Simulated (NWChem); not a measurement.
System: CH₄AlI; SMILES [CH3][AlH][I]

All runs: NWChem. Coordinates come from a PBE0/def2-SVP optimisation. def2 effective core potentials on I; no spin-orbit coupling. Vertical excitations in the gas phase; the lowest state need not have the same character in each row.

```tsv
level	lowest excitation, singlet (eV)	oscillator strength of that lowest state	lowest state with f > 0.02, singlet (eV)	oscillator strength of that bright state	lowest triplet (eV)	orbital gap (eV)
PBE/def2-SVP, TDA	4.17	0.000	4.99	0.071	4.04	4.12
B3LYP/def2-SVP, TDA	4.54	0.000	5.32	0.070	4.41	5.56
PBE0/def2-SVP, TDA	?	0.000	?	0.071	?	?
```

Q: Some entries are withheld; supply them.

A: 
- PBE0/def2-SVP, TDA, lowest excitation, singlet (eV): 4.70
- PBE0/def2-SVP, TDA, lowest state with f > 0.02, singlet (eV): 5.48
- PBE0/def2-SVP, TDA, lowest triplet (eV): 4.55
- PBE0/def2-SVP, TDA, orbital gap (eV): 6.00
